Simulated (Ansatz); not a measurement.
`C[SiH2]N(C)[SiH3]` + `O[AsH][SiH3]` → `CO[AsH][SiH3]` + `CN([SiH3])[SiH3]` at 400 K and 1 bar (substitution at a C–Si bond).

Gas-phase electronic energies from Ansatz, PBE0-D4/def2-TZVP geometries. CBS: MP2 limit from def2 TZ/QZ plus the TZ coupled-cluster correction, frozen cores. For As outer-core shells are correlated without core-valence functions, which leaves a few kJ/mol of doubt a bond. Scalar relativity is left out up to krypton. Each species was taken in one conformer, which may not be the lowest.

| species | CCSD(T)/CBS energy (Eh) | H − E (kJ/mol) | S (J/(mol·K)) |
| --- | --- | --- | --- |
| `C[SiH2]N(C)[SiH3]` | -715.62877 | 366.8 | 445.2 |
| `O[AsH][SiH3]` | -2602.26090 | 151.1 | 355.8 |
| `CO[AsH][SiH3]` | -2641.50192 | 230.8 | 402.2 |
| `CN([SiH3])[SiH3]` | -676.35037 | 283.6 | 393.1 |

H − E and S are ideal-gas, rigid-rotor, harmonic terms from PBE0-D4/def2-TZVP, for one conformer and one mirror image of each species. 1 Eh = 2625.50 kJ/mol, R = 8.31446 J/(mol·K).

Question: By hand: ΔE, ΔH, ΔS and ΔG.

Answer: ΔE = (-2641.50192) + (-676.35037) − (-715.62877) − (-2602.26090) = 0.03738 Eh = 98.1 kJ/mol. Δ(H − E) = 230.8 + 283.6 − 366.8 − 151.1 = -3.5, so ΔH = 94.6 kJ/mol. ΔS = 402.2 + 393.1 − 445.2 − 355.8 = -5.7 J/(mol·K). ΔG = 94.6 − 400 × (-5.7)/1000 = 96.9 kJ/mol.

Question: By hand: the equilibrium constant, and the temperature at which ΔG would vanish if ΔH and ΔS stayed fixed.

Answer: log₁₀ K = −ΔG/(RT ln 10) = -12.7. ΔH and −TΔS have one sign here, so there is no such temperature. One of them is within its doubt of zero, so this could turn.

The number of gas molecules stays the same, so ΔS is small and ΔH decides. A doubt of 5 kJ/mol in ΔE shifts log₁₀ K by 0.7 here. Other conformers and mirror images would add mixing entropy, several J/(mol·K) or more a flexible species. Modes under 60 cm⁻¹, often nearly free rotors, make the harmonic entropy too high. These are equilibria of isolated gas molecules and say nothing of rates. Largest T1 diagnostic: 0.012 (customary marks: 0.02 for closed shells, 0.045 for open ones).
